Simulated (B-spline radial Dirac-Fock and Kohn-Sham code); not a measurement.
# Dipole and non-dipole photoemission parameters of Pt 4p3/2

System: the Pt atom in the configuration [Xe] 4f14 5d9 6s1; threshold 519.4 eV (tabulated edge). Method: Dirac-Hartree-Slater photoionisation with a Latter tail; cross sections with all multipoles, angular parameters from the dipole term and its interference with E2. Computed with a radial atomic solver.

The run's input, task.json:

```json
{"items": [{
  "Z": 78,
  "q": 0,
  "cfg": [[1, 0, 2], [2, 0, 2], [2, 1, 6], [3, 0, 2], [3, 1, 6], [3, 2, 10], [4, 0, 2], [4, 1, 6], [4, 2, 10], [4, 3, 14], [5, 0, 2], [5, 1, 6], [5, 2, 9], [6, 0, 1]],
  "A": 195,
  "rrms": 5.427,
  "do": "xps",
  "hv": [55.9, 88.8, 113.0, 125.0, 150, 212.0, 259.0, 300, 400, 465.0, 469.0, 490.0, 604.0, 697.0, 800, 1340.0, 1486.9, 2510.0, 3740.0, 3990.0, 4000, 4510.0, 5160.0, 6000, 6920.0, 7220.0, 7420.0, 9360.0, 13000.0, 15000],
  "edges": {"K": 78395.0, "L1": 13880.0, "L2": 13273.0, "L3": 11564.0, "M1": 3296.0, "M2": 3027.0, "M3": 2645.0, "M4": 2202.0, "M5": 2122.0, "N1": 725.4, "N2": 609.1, "N3": 519.4, "N4": 331.6, "N5": 314.6, "N6": 74.5, "N7": 71.2, "O1": 101.7, "O2": 65.3}
}]}
```

Command: `python xray2_run.py task.json out`

For linearly polarised light dσ/dΩ = σ/(4π) [1 + β P₂(cos θ) + (δ + γ cos²θ) sin θ cos φ], with θ from the polarisation vector and φ the angle between the beam and the projection of the electron momentum on the plane normal to the polarisation.

| hν (eV) | σ (kb) | β | γ | δ |
| --- | --- | --- | --- | --- |
| 604 | 211 | -0.221 | -0.237 | 0.107 |
| 697 | 190 | 0.334 | -0.041 | 0.105 |
| 800 | 168 | 0.683 | 0.150 | 0.083 |
| 1340 | 91.8 | 1.341 | 0.327 | 0.018 |
| 1486.9 | 79.2 | 1.414 | 0.291 | 0.011 |
| 2510 | 34.6 | 1.643 | 0.035 | 0.001 |
| 3740 | 16.6 | 1.721 | -0.048 | 0.005 |
| 3990 | 14.6 | 1.729 | -0.042 | 0.006 |
| 4000 | 14.6 | 1.729 | -0.042 | 0.006 |
| 4510 | 11.5 | 1.739 | -0.016 | 0.008 |
| 5160 | ? | ? | ? | ? |
| 6000 | 6.32 | 1.747 | 0.133 | 0.013 |
| 6920 | 4.63 | 1.744 | 0.252 | 0.015 |
| 7220 | 4.21 | 1.741 | 0.292 | 0.016 |
| 7420 | 3.96 | 1.740 | 0.320 | 0.017 |
| 9360 | 2.33 | 1.719 | 0.590 | 0.022 |
| 13000 | 1.05 | 1.670 | 1.077 | 0.033 |
| 15000 | 0.731 | 1.641 | 1.318 | 0.040 |

Question: Give the values at 5160 eV.

Answer: σ = 8.71 kb, β = 1.746, γ = 0.039, δ = 0.010.
